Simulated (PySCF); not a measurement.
From one molecule to another.

First species: C5H11FSSi.
SMILES: `CC(C)([SiH3])C(=S)CF`

Second species: C5H7FO3Si.
SMILES: `CO[Si@@H]1CC(C(=O)O)=C1F`

Levels: PBE0/pcSseg-1 for dipole moment, HOMO energy, LUMO energy and HOMO–LUMO gap; GFN2-xTB for rotational constant A and rotational constant C. Geometries: GFN2-xTB. Each species is one conformer at its optimised geometry, gas phase, non-relativistic unless stated. Electronic properties by PySCF.

The conformers computed, where there is a choice (atom-mapped SMILES and torsion angles):
- `[CH3:1][C:2]([CH3:3])([SiH3:4])[C:5](=[S:6])[CH2:7][F:8]`: C1–C2–C5–S6 -23°, C2–C5–C7–F8 39°
- `[CH3:1][O:2][Si@@H:3]1[CH2:4][C:5]([C:6](=[O:7])[OH:8])=[C:9]1[F:10]`: C1–O2–Si3–C4 174°, C4–C5–C6–O7 178°, H–O8–C6–C5 180°

Values for the first species:

| Property | Result |
| --- | --- |
| Dipole moment | 1.90 D |
| HOMO energy | -6.45 eV |
| LUMO energy | -2.24 eV |
| HOMO–LUMO gap | 4.21 eV |
| Rotational constant A | 1.454 GHz |
| Rotational constant C | 0.987 GHz |

Estimate the same properties for the second species, and the change in each.

```
             property      first     second  second less first
        dipole moment     1.90 D     3.88 D            +1.98 D
          HOMO energy   -6.45 eV   -7.61 eV           -1.16 eV
          LUMO energy   -2.24 eV   -1.52 eV           +0.72 eV
        HOMO–LUMO gap    4.21 eV    6.09 eV           +1.88 eV
rotational constant A  1.454 GHz  2.313 GHz         +0.859 GHz
rotational constant C  0.987 GHz  0.535 GHz         -0.452 GHz
```

On the first: The dipole equals about 6.3 × 10⁻³⁰ C·m (1 D = 3.33564 × 10⁻³⁰ C·m).

On the second: A dipole of 3.88 D is allowed in C1, and pure rotational transitions are dipole-allowed. The dipole matches unit charges of opposite sign 0.81 Å apart (1 e·Å = 4.8032 D).
